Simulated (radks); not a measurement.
All-electron atom: Ir10+ in [Kr] 4d10 4f14 5s2 5p5. All-electron calculation, scalar-relativistic Kohn-Sham, PBE, spin-polarised, spherical densities, finite nucleus; open shells are filled with parallel spins first (spin-orbit coupling, left out, can overturn this in heavy ions); Fermi nuclear charge, rms radius 5.4032 fm. Program: a radial shooting solver on a logarithmic mesh with Libxc functionals. Some entries of the table are withheld. Estimate them.

orbital  occ.  eigenvalue (Ry)  <r^2> (bohr^2)
1s up       1        -5605.798       0.0004196
1s down     1        -5605.788       0.0004196
2s up       1        -991.0098        0.006418
2s down     1        -991.0044        0.006418
2p up       3        -862.8384        0.005363
2p down     3        -862.8298        0.005363
3s up       1        -241.1928         0.04147
3s down     1        -241.1867         0.04147
3p up       3        -203.6921         0.04242
3p down     3        -203.6849         0.04242
3d up       5        -162.3671         0.03514
3d down     5        -162.3599         0.03514
4s up       1        -61.04346          0.2020
4s down     1        -61.03118          0.2020
4p up       3        -48.73126          0.2303
4p down     3        -48.71819          0.2302
4d up       5        -33.58914          0.2632
4d down     5        -33.57294          0.2629
5s up       1        -18.85873             (1)
5s down     1        -18.76248             (2)
4f up       7        -16.71501          0.3323
4f down     7        -16.68966          0.3306
5p up       3              (3)           1.212
5p down     2              (4)           1.213

Answer. 
(1) 5s up <r^2> (bohr^2): 0.9767
(2) 5s down <r^2> (bohr^2): 0.9758
(3) 5p up eigenvalue (Ry): -15.36691
(4) 5p down eigenvalue (Ry): -15.26607
